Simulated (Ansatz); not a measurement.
Computed with Ansatz on PBE0-D4/def2-TZVP structures; ΔE is electronic, products minus reactants. CCSD(T)/CBS is the MP2 limit (def2-TZVPP, def2-QZVPP) plus CCSD(T) − MP2 in def2-TZVPP, frozen cores. DFT in def2-TZVPP. For Br, Ge outer-core shells are correlated without core-valence functions, which leaves a few kJ/mol of doubt a bond. Scalar relativity is left out up to krypton. One conformer a species, not always the lowest.

`[OH][GeH2][CH2][SiH](O)F` + `[SiH3][SiH2]Br` → `O[SiH](F)[SiH2]Br` + `[OH][GeH2][CH2][SiH3]`  (redistribution)

| level | ΔE (kcal/mol) |
| --- | --- |
| PBE0-D4 | 11.0 |
| MP2/def2-TZVPP | 11.3 |
| CCSD(T)/def2-TZVPP | 11.4 |
| CCSD/CBS(def2) | 10.9 |

(1) What does CCSD(T)/CBS give? (An estimate is asked.)

Largest T1 diagnostic among the species: 0.012.

## Answers

(1) The calculation gave: +11.0 kcal/mol. The listed levels differ from it by 0.0, 0.3, 0.4, -0.1 kcal/mol.

In def2-TZVPP, CCSD(T) changes the Hartree–Fock value by +1.1 kcal/mol (the triples alone add +0.1 kcal/mol) and MP2 by +1.0 kcal/mol.
